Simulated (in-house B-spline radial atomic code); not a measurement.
**Ca V (Ca4+): [Ne] 3s2 (3p1/2)1 (3p3/2)2 (5d3/2)1 (an excited or competing configuration)**

Level of theory: Dirac-Hartree-Fock, average of the jj configuration, Fermi nucleus of rms radius 3.4776 fm; calculated with an all-electron radial atomic-structure program (B-spline basis).

Screening seen three ways: the hydrogenic charge with the same mean radius, Z_r = [3n² - l(l+1)]/(2<r>), the one with the same energy, Z_e = n√(-2ε), and Slater's rules. Values are occupation-weighted means over j.

```csv
shell,electrons,ε (eV),<r> (bohr),Z_r,Z_e,Slater
1s,2,-4164.5,0.07675,19.54,17.50,19.70
2s,2,-536.2,0.3597,16.68,12.56,15.85
2p,6,-445.7,0.3253,15.37,11.45,15.85
3s,2,-121.21,1.077,12.54,8.95,9.80
3p,3,-99.519,1.128,11.08,8.11,9.80
5d,1,-16.007,5.801,5.95,5.42,5.00
```

The least bound orbital is 5d3/2 at -16.01 eV, and it is also the most diffuse (<r> = 5.801 bohr).

For the 1s electron the small component carries 0.511 % of the norm, the zero-frequency Breit interaction raises the level by 3.592 eV, self-energy by 1.668 eV, and vacuum polarisation lowers it by 0.1233 eV.
